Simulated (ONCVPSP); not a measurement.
**Al, ONCV: configuration errors across variants**

```json
{
 "Element": "aluminium",
 "Generator": "ONCVPSP 4.0.1",
 "Type": "optimised norm-conserving Vanderbilt (ONCV)",
 "Functional": "PBEsol",
 "Relativity": "scalar-relativistic",
 "Frozen core": "[Ne]",
 "Valence charge": "3",
 "Reference configuration": "3s2 3p1",
 "Partial waves": "3s: rc 2.05 bohr, ncon 4, nbas 7, qcut 2.4 1/bohr, 1 projector; 3p: rc 2.10 bohr, ncon 5, nbas 9, qcut 4.6 1/bohr, 3 projectors, debl 0.8 Ha; d scattering state at 0.03 Ha: rc 1.85 bohr, ncon 3, nbas 6, qcut 5.2 1/bohr, 3 projectors, debl 2.2 Ha",
 "Local potential": "polynomial inside 1.25 bohr (lpopt 1, dvloc0 3 Ha)",
 "Core correction": "none"
}
```

All-electron excitation energies from the reference (eV): (1) 3s2 3p0 5.736; (2) 3s1 3p0 24.907; (3) 3s2 3p0.5 2.074; (4) 3s1 3p1 11.527.

1 further variants failed, have other tests or too few solved ones, and are left out.

A true bound ghost makes a file unfit for plane-wave use even where its test errors are small: the radial tests pick states by their node count and pass the ghost by.

Errors AE − PS in meV (a dash: test not solved or not reliable):

| change | (1) | (2) | (3) | (4) | bound ghosts | GHOST(+) flags above zero |
| --- | --- | --- | --- | --- | --- | --- |
| base | +0.4 | +21 | -0.1 | +5.6 | p | p |
| p: ncon 3, nbas 7 | +0.6 | +22 | 0.0 | +5.4 | p | p |
| local potential polynomial inside 1.25 bohr (lpopt 1, dvloc0 -1.5 Ha) | +2.3 | +33 | +0.3 | +7.2 | p | s, p, d |
| p: qcut 3.3 | +0.3 | +21 | -0.1 | +5.6 | p | p |
| p: nbas 8 | +0.3 | +21 | -0.1 | +5.6 | p | p |
| d: debl 0.2 | +0.4 | +21 | -0.1 | +5.6 | p | p, d |
| d: rc 1.74 | +0.4 | +21 | -0.1 | +5.6 | p | p |
| all radii scaled by about 0.89 (s 1.82, p 1.86, d 1.64 bohr); local potential polynomial inside 1.10 bohr (lpopt 1, dvloc0 3 Ha) | -0.1 | +22 | -0.1 | +7.8 | p | p |

Task: Give the same row for: local potential polynomial inside 1.20 bohr (lpopt 5, dvloc0 0 Ha).

Result: +3.1, +39, +0.4, +7.9; bound ghosts: p; GHOST(+) flags above zero: s, p, d.
